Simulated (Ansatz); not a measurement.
Breaking the Sn1–O2 bond in SnO (multiplicity 1 held). Energies count from the point at 1.832 Å.


Restricted levels (R-, RO-) in cc, def2 and unpolarised 6-31G sets keep to the state of the molecule at rest. Active spaces are followed from rest. Left out are points that failed, MP2 points that dive below the minimum, coupled-cluster points behind a jump of the amplitudes or a sharp parting from full CI or MRCI, small-basis points behind a change of solution, and semi-empirical points at long bonds. Curves can end on different states.

Cores are frozen in the correlated methods. Filled d and f shells under p-block atoms count as core.

The values were computed with Ansatz (a first-principles code) with Gaussian orbitals. Values without a source in brackets are computed. In def2 rows elements past Kr take small-core potentials, without spin–orbit coupling.

Energies in eV.

| R (Å) | R-B3LYP/def2-TZVPP | R-wB97X-V/def2-TZVPP | FIC-NEVPT4(SD) on CASSCF(10,8)/def2-TZVPP | FIC-MRCISD on CASSCF(10,8)/def2-TZVPP | FIC-MRCISD+Q on CASSCF(10,8)/def2-TZVPP |
|---|---|---|---|---|---|
| 1.465 | 4.96 | 4.68 | 5.29 | 5.26 | 5.28 |
| 1.649 | 0.87 | 0.71 | 0.99 | 0.97 | 0.98 |
| 1.832 | 0.00 | 0.00 | 0.00 | 0.00 | 0.00 |
| 2.015 | 0.46 | 0.64 | 0.35 | 0.38 | 0.36 |
| 2.198 | 1.41 | 1.77 | 1.15 | 1.21 | 1.18 |
| 2.473 | 2.98 | 3.64 | 2.42 | 2.53 | 2.48 |
| 2.748 | 4.38 | 5.32 | 3.45 | 3.60 | 3.53 |
| 3.206 | 6.13 | 7.10 | 4.55 | 4.71 | 4.63 |
| 3.663 | 7.26 | 7.93 | 5.06 | 5.21 | 5.14 |
| 4.213 | left out | 8.46 | 5.28 | 5.38 | 5.34 |
| 4.946 | 8.73 | 8.80 | 5.30 | 5.40 | 5.36 |
| 5.862 | 9.11 | 8.97 | 5.31 | 5.41 | 5.37 |
| 7.327 | 9.38 | 9.06 | 5.32 | 5.42 | 5.38 |

Doubts at one or more of the structures used: a restricted determinant that unrestricted orbitals would lower (R-B3LYP/def2-TZVPP, R-wB97X-V/def2-TZVPP).
